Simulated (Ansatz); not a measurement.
`NCB1C=N1` + H₂ → `B1C=N1` + CH₃NH₂ at 600 K and 1 bar (hydrogenolysis of a B–C bond).

Computed with Ansatz on PBE0-D4/def2-TZVP structures; ΔE is electronic, products minus reactants. CBS: MP2 limit from def2 TZ/QZ plus the TZ coupled-cluster correction, frozen cores. This one scheme is used for every species. One conformer a species, not always the lowest.

```csv
species,CCSD(T)/CBS energy (Eh),H − E (kJ/mol),S (J/(mol·K))
`NCB1C=N1`,-213.25848,256.3,396.2
H₂,-1.17544,43.9,150.8
`B1C=N1`,-118.68952,108.7,282.6
CH₃NH₂,-95.75281,199.3,283.8
```

H − E and S are ideal-gas, rigid-rotor, harmonic terms from PBE0-D4/def2-TZVP, for one conformer and one mirror image of each species. The MP2-based limit puts H₂ 0.8 mEh under its directly extrapolated value; such offsets cancel only in part. 1 Eh = 2625.50 kJ/mol, R = 8.31446 J/(mol·K).

**Question.** By hand: ΔE, ΔH, ΔS and ΔG.

**Answer.** ΔE = (-118.68952) + (-95.75281) − (-213.25848) − (-1.17544) = -0.00841 Eh = -22.1 kJ/mol. Δ(H − E) = 108.7 + 199.3 − 256.3 − 43.9 = 7.8, so ΔH = -14.3 kJ/mol. ΔS = 282.6 + 283.8 − 396.2 − 150.8 = 19.4 J/(mol·K). ΔG = -14.3 − 600 × (19.4)/1000 = -25.9 kJ/mol.

**Question.** By hand: the equilibrium constant, and the temperature at which ΔG would vanish if ΔH and ΔS stayed fixed.

**Answer.** log₁₀ K = −ΔG/(RT ln 10) = 2.3. ΔH and −TΔS have one sign here, so there is no such temperature.

TΔS isn't small against ΔH here. A doubt of 5 kJ/mol in ΔE shifts log₁₀ K by 0.4 here. Other conformers and mirror images would add mixing entropy, several J/(mol·K) or more a flexible species. These are equilibria of isolated gas molecules and say nothing of rates. Largest T1 diagnostic: 0.011 (customary marks: 0.02 for closed shells, 0.045 for open ones).
